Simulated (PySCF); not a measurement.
Cl4H2W, multiplicity 1. Atoms are numbered in the order given.

```xyz
7

W      0.0000     0.0000    -0.0915
Cl     0.0000     2.2557    -0.4334
Cl     2.1797     0.0000     0.7229
Cl    -2.1797     0.0000     0.7229
Cl     0.0000    -2.2557    -0.4334
H      0.8655     0.0000    -1.5359
H     -0.8655     0.0000    -1.5359
```

Geometry: PBE-D3(BJ)/def2-SVP. The spin state was assumed, not searched. The structure was generated by enumeration; whether it is a known compound was not checked. The def2 effective core potentials stand for the cores of W; spin–orbit coupling is left out.

All values below come from PBE-D3(BJ)/def2-SVP (PySCF).

Frequencies are harmonic and unscaled.

Computed vibrational spectrum:
| mode | ν (cm⁻¹) | IR (km/mol) | moving atoms (share of kinetic energy) |
|---|---|---|---|
| 1 | 86 | 0.2 | Cl 100 % |
| 2 | 122 | 10.6 | Cl 81 %, W 19 % |
| 3 | 131 | 0.0 | Cl 63 %, W 36 % |
| 4 | 133 | 1.5 | Cl 81 %, W 19 % |
| 5 | 133 | 0.0 | Cl 98 % |
| 6 | 345 | 11.7 | Cl 94 % |
| 7 | 367 | 85.9 | Cl 76 %, W 22 % |
| 8 | 378 | 126.6 | Cl 75 %, W 24 % |
| 9 | 382 | 0.0 | Cl 100 % |
| 10 | 562 | 1.2 | H 95 % |
| 11 | 648 | 0.0 | H 98 % |
| 12 | 764 | 11.2 | H 98 % |
| 13 | 1082 | 25.5 | H 100 % |
| 14 | 2039 | 40.9 | H 100 % |
| 15 | 2055 | 26.7 | H 99 % |
